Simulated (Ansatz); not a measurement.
## A geometry optimisation of F2Ge2H+ with BLYP-D3(BJ)/def2-SVP

The starting geometry of this gas-phase singlet was optimised with GFN2-xTB.

| atom | x (Å) | y (Å) | z (Å) |
| --- | --- | --- | --- |
| F | -0.3384 | -0.5891 | 1.9022 |
| F | 0.7528 | 1.4764 | -0.1859 |
| Ge | 1.2099 | 0.4584 | -1.5060 |
| Ge | 0.5525 | -2.0165 | 1.5070 |
| H | 1.0966 | -1.1937 | -0.2871 |

Problem. Predict what becomes of its bonds when it is optimised with BLYP-D3(BJ)/def2-SVP.

Solution. New bonds form, giving a structure with F1 bridging Ge4 and Ge3, F2 bridging Ge3 and Ge4, H5 bridging Ge3 and Ge4, given below by its coordinates. Distances that change by over a tenth: F1–Ge4 (1.73 → 2.01 Å), F2–Ge3 (1.73 → 2.01 Å). Contacts that close: F1–Ge3 (3.89 → 2.01 Å), F2–Ge4 (3.89 → 2.01 Å), Ge3–H5 (2.06 → 1.84 Å), Ge4–H5 (2.05 → 1.84 Å).

The energy falls by 0.85 eV over 15 steps:

```
step  E − E(last) (eV)
   1             0.851
   3             0.700
   4             0.656
   6             0.602
   7             0.573
   9             0.490
  10             0.259
  12             0.004
  13             0.000
  15             0.000
```

Final geometry (Å):

```xyz
5

F    -0.6702   -0.4781    0.7936
F     1.3827    0.8221    0.5432
Ge    0.1976    0.1156   -0.9165
Ge    1.1759   -0.9785    1.4064
H     1.1875   -1.3456   -0.3965
```

Frequencies at the end are all real (lowest 194 cm⁻¹). Run with Ansatz 0.2.0, 17 s on 2 threads of Intel(R) Xeon(R) Platinum 8259CL CPU @ 2.50GHz (Skylake/Cascade Lake) (shared host).
